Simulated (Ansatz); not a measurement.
Cost and result for the atomization energy of CH8InNSi2 (`[InH2][CH2]N1[SiH2][SiH2]1`) (13 atoms, 13 bonds).

Z-matrix (Å, degrees):
```
C
N 1 1.457
In 1 2.176 2 99.9
H 1 1.091 2 110.7 3 120.0
H 1 1.091 2 110.6 3 -120.0
Si 2 1.737 1 139.8 3 96.6
Si 2 1.737 1 139.9 3 -95.9
H 3 1.728 1 119.0 2 -84.3
H 3 1.729 1 119.0 2 83.8
H 6 1.489 2 117.1 1 -72.6
H 6 1.489 2 116.6 1 59.0
H 7 1.489 2 117.1 1 72.7
H 7 1.489 2 116.6 1 -59.0
```

Total charge 0; spin multiplicity 1. Correlated methods include outer-core shells of In, which these sets cover unevenly. In: def2 effective core potential. All single points use the PBE0-D4/def2-TZVP geometry. It is one conformer, not always the lowest. Program: Ansatz. All runs use 2 threads of an AMD EPYC 7R13 on a shared host and a share of an NVIDIA H100 80 GB. Times are those of one run each, without the atoms' runs, and a repeat can differ threefold. Electronic energies, without spin–orbit coupling; frozen cores. CCSD(T)/CBS adds CCSD(T) − MP2 in def2-TZVPP to the MP2 limit, and its time is that of the two runs behind it. T1 = 0.015. With those shells the extrapolation isn't a true limit.

CCSD(T)/CBS is a level of theory with its own doubt, some kJ/mol a heavy atom from the limit and from the frozen cores, so smaller differences don't rank the functionals.

```json
{"level": "CCSD(T)/def2-SVP", "functions": "130", "wall time": "1.9 s"}
{"level": "BHLYP-D4/def2-TZVPP", "functions": "308", "wall time": "2 s"}
{"level": "LDA (SPW92)/def2-TZVPP", "functions": "308", "wall time": "2.1 s"}
{"level": "PBE0-D4/def2-TZVPP", "functions": "308", "wall time": "2.2 s"}
{"level": "PBE-QIDH/def2-TZVPP", "functions": "308", "wall time": "2.6 s"}
{"level": "r2SCAN-D4/def2-TZVPP (with forces)", "functions": "308", "wall time": "2.9 s"}
{"level": "PBE-D4/def2-TZVPP (with forces)", "functions": "308", "wall time": "3 s"}
{"level": "ωB97X-V/def2-TZVPP", "functions": "308", "wall time": "3.5 s"}
{"level": "MP2/def2-QZVPP", "functions": "576", "wall time": "3.7 s"}
{"level": "B97M-V/def2-TZVPP", "functions": "308", "wall time": "3.9 s"}
{"level": "ωB97M-V/def2-TZVPP (with forces)", "functions": "308", "wall time": "4.1 s"}
{"level": "CCSD(T)/def2-TZVPP", "functions": "308", "wall time": "6 s"}
{"level": "CCSD(T)/CBS(def2)", "functions": "–", "wall time": "9.7 s"}
```

(1) What atomization energy does each give, and how far from CCSD(T)/CBS? (Estimate.)

## Answers

(1) The calculation gave: 
| level | atomization (kJ/mol) | difference from CCSD(T)/CBS | per bond |
| --- | --- | --- | --- |
| CCSD(T)/def2-SVP | 3591.7 | -292.6 | -22.5 |
| BHLYP-D4/def2-TZVPP | 3788.6 | -95.7 | -7.4 |
| LDA (SPW92)/def2-TZVPP | 4413.4 | 529.1 | 40.7 |
| PBE0-D4/def2-TZVPP | 3858.0 | -26.3 | -2.0 |
| PBE-QIDH/def2-TZVPP | 3833.3 | -51.0 | -3.9 |
| r2SCAN-D4/def2-TZVPP (with forces) | 3876.9 | -7.4 | -0.6 |
| PBE-D4/def2-TZVPP (with forces) | 3902.2 | 17.9 | 1.4 |
| ωB97X-V/def2-TZVPP | 3919.3 | 35.0 | 2.7 |
| MP2/def2-QZVPP | 3842.8 | -41.5 | -3.2 |
| B97M-V/def2-TZVPP | 3908.9 | 24.6 | 1.9 |
| ωB97M-V/def2-TZVPP (with forces) | 3891.5 | 7.2 | 0.5 |
| CCSD(T)/def2-TZVPP | 3771.2 | -113.1 | -8.7 |
| CCSD(T)/CBS(def2) | 3884.3 | 0.0 | 0.0 |

In def2-TZVPP, CCSD(T) changes the Hartree–Fock value by +1046.7 kJ/mol (the triples alone add +60.1 kJ/mol) and MP2 by +1050.2 kJ/mol; breaking electron pairs costs correlation energy, which Hartree–Fock lacks. The D4 term adds +58.7 kJ/mol with B3LYP and +31.1 kJ/mol with PBE0; it sums over pairs of atoms, weighted by their polarisabilities, and B3LYP, whose exchange is more repulsive, gets the larger term. From PBE to PBE0 (25 % exact exchange), in def2-TZVPP and without D4, the atomization energy moves by −39.2 kJ/mol: exact exchange takes away binding that semilocal exchange gives to molecules.

B3LYP here is the variant with VWN-RPA as its local correlation; programs differ in this.

Spin–orbit coupling would lower the free In atoms strongly, and the atomization energy with them, by more than many differences here.
